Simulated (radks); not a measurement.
Values are calculated unless marked as measured or tabulated.
Problem. Spherical quantum dot in the effective-mass picture: electrons in a parabolic well V = omega^2 r^2 / 2 with omega = 0.357, all in effective atomic units (hartree* = m*/eps^2 hartree, bohr* = eps/m* bohr), one dielectric constant everywhere. Level of theory: non-relativistic Kohn-Sham, LDA (Slater exchange, Perdew-Wang correlation), spin-polarised, spherical densities (a radial shooting solver with Libxc functionals). Levels are named by radial order and angular momentum (1s, 1p, 1d, 2s, ...), and open shells are averaged over m. Results are scaled to m* = 0.48 and eps = 14.1, for which hartree* = 65.7 meV and bohr* = 1.554 nm. At N = 28 the configuration is 1s2 1p6 1d10 2s2 1f(up 7, down 1). Does electron 29 go into 2p down or 2p up or 1f down?

Solution. Into 1f down. The total energies of the other choices lie higher by 3.30 meV (2p up), 4.31 meV (2p down).
